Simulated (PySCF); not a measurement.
## C3H11Si3: g tensor and hyperfine couplings

Species: C₃H₁₁Si₃ (doublet state).
Structure used (GFN2-xTB), in Å, numbered top down from 1:
```xyz
17
C3H11Si3 angstrom
Si     2.200    0.048    1.353
C      1.925    1.064   -0.126
C      1.101    0.830   -1.187
Si    -0.026   -0.627   -1.459
C     -1.763   -0.341   -0.712
Si    -1.855   -0.171    1.170
H      3.142    0.546    2.345
H      1.564   -1.214    1.669
H      2.514    1.980   -0.149
H      1.101    1.582   -1.970
H     -0.191   -0.824   -2.911
H      0.532   -1.863   -0.883
H     -2.405   -1.167   -1.020
H     -2.189    0.556   -1.164
H     -1.040    0.960    1.629
H     -3.246    0.048    1.589
H     -1.372   -1.395    1.817
```

The hyperfine couplings belong to this conformer and change with its torsions.

As a line formula: `[SiH2]/C=C\[SiH2]C[SiH3]` [radical].

Method: UKS B3LYP, pcH-1 on C H Si, non-relativistic, mean-field spin-orbit, GIAO in PySCF 2.14.0. One conformer (not necessarily the lowest) at the GFN2-xTB geometry, without solvent, vibrations or thermal averaging. The geometry wasn't refined by DFT: couplings that depend on bond lengths, twists or pyramidal angles can differ widely from those at the functional's own minimum, by a factor of two or more for some ions and for spin on atoms past the first row. Stability of the SCF solution: not tested.

```json
{
  "g1, g2, g3": "2.00209, 2.00359, 2.00441",
  "g_iso": "2.00336",
  "Form of g": "rhombic: the two nearest values differ by 35 % of g3 − g1",
  "⟨S²⟩": "0.7676 (exact 0.7500)",
  "α and β electrons": "36, 35",
  "Total energy": "-989.39575 Eh",
  "Basis functions": "290"
}
```

Hyperfine couplings atom by atom, in G; T1 to T3 are the principal values of the dipolar part (MHz turned into gauss with g_iso; 10 G = 1 mT):

```csv
atom,isotope,a_iso,of which spin–orbit,T1,T2,T3,Mulliken spin population
Si1,29Si,-45.2,0.4,-58.6,29.1,29.4,0.90
C2,13C,-12.7,0.0,-7.0,2.7,4.3,-0.20
C3,13C,11.3,0.0,-10.3,-9.8,20.2,0.39
Si4,29Si,5.8,0.0,-0.4,-0.1,0.6,-0.01
C5,13C,5.2,0.0,-0.4,-0.3,0.7,0.01
Si6,29Si,-2.4,0.0,-0.3,0.1,0.1,0.00
H7,1H,-16.0,0.0,-4.0,1.5,2.5,-0.05
H8,1H,-15.3,0.0,-3.7,1.4,2.3,-0.04
H9,1H,2.5,0.0,-1.3,-0.8,2.1,0.00
H10,1H,-8.7,0.0,-5.0,-0.1,5.1,-0.02
H11,1H,1.7,0.0,-0.5,-0.4,0.9,0.00
H12,1H,1.5,0.0,-0.7,-0.2,0.9,0.00
H13,1H,1.3,0.0,-0.3,-0.2,0.5,0.00
H14,1H,0.0,0.0,-0.5,-0.3,0.8,0.00
H15,1H,1.4,0.0,-0.8,-0.5,1.3,0.00
H16,1H,2.3,0.0,-0.2,-0.2,0.3,0.00
H17,1H,0.4,0.0,-0.4,-0.3,0.7,0.00
```

Largest spin populations (Mulliken): Si1 (+0.90), C3 (+0.39) and C2 (-0.20). The angles at Si1 add up to 360.0°, so it is planar; its axial dipolar tensor and the negative couplings of its protons fit spin in a p orbital normal to that plane.

Axes: g2 points within 13° of the C3–Si4 bond and g3 points within 3° of the Si1–C2 bond.

Under fast tumbling the dipolar parts average out, and these isotropic splittings remain: 2 × 1H (H7/H8, I = 1/2, 3 lines) with 1.57 mT, 1 × 1H (H10, I = 1/2, 2 lines) with 0.87 mT, 1 × 1H (H9, I = 1/2, 2 lines) with 0.25 mT, 2 × 1H (H11/H12, I = 1/2, 3 lines) with 0.16 mT, 3 × 1H (H15/H16/H17, I = 1/2, 4 lines) with 0.14 mT and 2 × 1H (H13/H14, I = 1/2, 3 lines) with 0.07 mT.

Means are taken over nuclei equivalent by connectivity, which assumes that they swap fast. The three 1H nuclei of mean +3.8 MHz run from 1.1 to 6.3 MHz in the frozen geometry.

The 29Si coupling of Si1 (-126.8 MHz) shows only in satellite lines or after enrichment, since that isotope makes up about 4.7 % of natural silicon.

The 13C coupling of C2 (-35.5 MHz) shows only in satellite lines or after enrichment, since that isotope makes up about 1.07 % of natural carbon.

Hardware: Arm Neoverse V2, one thread, shared host. Cost: 86 s of wall time (grids of density and orbitals included), 0.97 GiB resident at most.
